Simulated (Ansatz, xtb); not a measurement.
# C2H4N2SSi: which of two isomers lies lower

Structure X: `[SiH3]c1nncs1`, a singlet. Structure Y: `[SiH3]c1ncns1`, a singlet. Both are isolated molecules in the gas phase, relaxed with PBE-D3(BJ)/def2-SVP.

X (Å):

| atom | x (Å) | y (Å) | z (Å) |
| --- | --- | --- | --- |
| C | 0.3571 | -0.4261 | -0.4720 |
| C | 1.1173 | -0.0068 | -2.7084 |
| N | 0.2307 | 0.8331 | -0.8526 |
| N | 0.6600 | 1.0713 | -2.1165 |
| S | 1.0544 | -1.4454 | -1.7287 |
| Si | -0.1607 | -1.0418 | 1.2410 |
| H | -0.7032 | 0.1296 | 1.9982 |
| H | 1.0330 | -1.6269 | 1.9414 |
| H | -1.2032 | -2.1134 | 1.0911 |
| H | 1.5093 | -0.0131 | -3.7357 |

Y (Å):

```yaml
atoms:
  - { symbol: C, position_ang: [0.3166, -0.5941, -0.5741] }
  - { symbol: C, position_ang: [1.3486, 0.6079, -2.0994] }
  - { symbol: N, position_ang: [1.0403, 0.4981, -0.7711] }
  - { symbol: N, position_ang: [0.9258, -0.3088, -2.9602] }
  - { symbol: S, position_ang: [0.0556, -1.4407, -2.0883] }
  - { symbol: Si, position_ang: [-0.3300, -1.1378, 1.1180] }
  - { symbol: H, position_ang: [-1.2278, -0.0711, 1.6725] }
  - { symbol: H, position_ang: [0.8296, -1.3694, 2.0415] }
  - { symbol: H, position_ang: [-1.1017, -2.4134, 0.9322] }
  - { symbol: H, position_ang: [1.9491, 1.4570, -2.4637] }
```

Estimate which is lower in electronic energy at CCSD(T)/def2-SVP + ΔMP2/def2-TZVPP, and by roughly how much.

The CCSD(T)/def2-SVP + ΔMP2/def2-TZVPP calculation puts structure Y lower, by 15.7 kcal/mol.

The same difference at several levels:

```
                             level             geometry  E(Y) − E(X) (kcal/mol)  departure from the last row (kcal/mol)  job, with rough time for the two
                          GFN2-xTB             GFN2-xTB                     −13.3                                    +2.4              optimisation, 0.21 s
                         HF/STO-3G             GFN2-xTB                      −7.6                                    +8.2              single point, 0.79 s
                r2SCAN-D4/def2-SVP             GFN2-xTB                     −12.8                                    +2.9               single point, 5.3 s
               PBE-D3(BJ)/def2-SVP  PBE-D3(BJ)/def2-SVP                     −12.5                                    +3.2                optimisation, 74 s
                       HF/def2-SVP  PBE-D3(BJ)/def2-SVP                     −15.6                                    +0.1           part of the CCSD(T) run
                      MP2/def2-SVP  PBE-D3(BJ)/def2-SVP                     −13.8                                    +1.9           part of the CCSD(T) run
                  CCSD(T)/def2-SVP  PBE-D3(BJ)/def2-SVP                     −13.3                                    +2.4                      single point
CCSD(T)/def2-SVP + ΔMP2/def2-TZVPP  PBE-D3(BJ)/def2-SVP                     −15.7                                                        single point, 56 s
```

As drawn, Y has 1 C∷N, 1 N∷S in place of 1 N∷N, 1 C∷S (∷ is an aromatic bond).

The levels shown agree on the order. The largest departure from CCSD(T)/def2-SVP + ΔMP2/def2-TZVPP is that of HF/STO-3G, 8.2 kcal/mol. A small imaginary or near-zero mode remains, so no thermal terms are given. The last row adds to CCSD(T) the change of the MP2 difference between the two basis sets, here −2.4 kcal/mol.

The correlated steps freeze 14 core orbitals. Programs: Ansatz 0.2.0, xtb 6.7.1; the last row on 2 threads of Intel(R) Xeon(R) Processor @ 2.70GHz on a shared host.
